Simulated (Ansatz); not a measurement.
Ansatz (a program for electronic structure) input (CCSD(T)/aug-cc-pVDZ):

Ansatz 0.2 input:
```yaml
crystal:
  periodic: [false, false, false]
  atoms:
    - {symbol: F, position_ang: [-1.17643994, -0.00568529, -0.08249748]}
    - {symbol: B, position_ang: [0.14184000, 0.35971988, 0.20792032]}
    - {symbol: O, position_ang: [1.23484493, -0.21842897, -0.03714054]}
basis:
  gaussian:
    orbitals: aug-cc-pVDZ
total_charge: -1
magnetization: {spin_polarized: true, initial_magnetization: 1}
correlation: {method: ccsd_t, electrons: outside_noble_gas}
output: {forces: true}
```

Output:

```
Functional definition: HF
integrals: 0.07 GiB planned
658 factors; integrals over basis functions are off by at most 4.3e-4 eV
mean field: 0.16 GiB planned
mean field evaluation 1: about -5414.5419 eV, gradient 2.1e1 eV
mean field evaluation 2: about -5414.5685 eV, gradient 2.1e1 eV
mean field evaluation 4: about -5416.9775 eV, gradient 2.9e0 eV
mean field evaluation 8: about -5417.1096 eV, gradient 4.4e-1 eV
mean field evaluation 16: about -5414.5422 eV, gradient 2.1e1 eV
mean field evaluation 32: about -5403.5243 eV, gradient 2.9e1 eV
mean field evaluation 64: about -5412.2493 eV, gradient 1.7e0 eV
mean field -5417.11816285 eV, -199.0754206303 hartree, gradient 7.0e-6 eV, S^2 0.758892; 1 other end points of the search recorded, 0 dependent functions left out
determinant -5417.11816285 eV, -199.0754206303 hartree, with singles and doubles -5430.36223935 eV, -199.5621314643 hartree
determinant -5414.62670709 eV, -198.9838613199 hartree, with singles and doubles -5427.97571575 eV, -199.4744283399 hartree
3 core orbitals not correlated
reference -5417.11816285 eV, -199.0754206303 hartree; 9, 8 occupied and 57, 58 virtual orbitals, 658 factors
densities: 0.43 GiB planned
second order -13.20279625 eV of doubles, -0.00000000 eV of singles
coupled cluster: 0.32 GiB planned
cycle   1  -13.23069718 eV  change   -3.4e-1 eV  update   3.7e-2
cycle   2  -13.27147019 eV  change   -4.1e-2 eV  update   1.2e-2
cycle   3  -13.27393343 eV  change   -2.5e-3 eV  update   8.7e-3
cycle   4  -13.27719956 eV  change   -3.3e-3 eV  update   3.4e-3
cycle   5  -13.27847389 eV  change   -1.3e-3 eV  update   2.0e-3
cycle   6  -13.27878635 eV  change   -3.1e-4 eV  update   7.8e-4
cycle   7  -13.27901436 eV  change   -2.3e-4 eV  update   3.0e-4
cycle   8  -13.27908692 eV  change   -7.3e-5 eV  update   1.3e-4
cycle   9  -13.27907859 eV  change    8.3e-6 eV  update   5.5e-5
cycle  10  -13.27907997 eV  change   -1.4e-6 eV  update   2.5e-5
cycle  11  -13.27908249 eV  change   -2.5e-6 eV  update   1.3e-5
cycle  12  -13.27908295 eV  change   -4.6e-7 eV  update   6.7e-6
cycle  13  -13.27908474 eV  change   -1.8e-6 eV  update   2.9e-6
cycle  14  -13.27908525 eV  change   -5.0e-7 eV  update   1.3e-6
perturbative correction -0.44127867 eV, -0.0162166921 hartree
the calculation of the forces begins
Total energy: -5430.83852678 eV, -199.5796347045 hartree
Atom 0 at    -1.176440    -0.005685    -0.082497 Å, force    -0.991726    -0.112322    -0.128837 eV/Å
Atom 1 at     0.141840     0.359720     0.207920 Å, force    -0.132329     0.510821     0.272743 eV/Å
Atom 2 at     1.234845    -0.218429    -0.037141 Å, force     1.124055    -0.398499    -0.143906 eV/Å
Dipole moment:    -0.393572    -0.221289    -0.148570 e Å
```
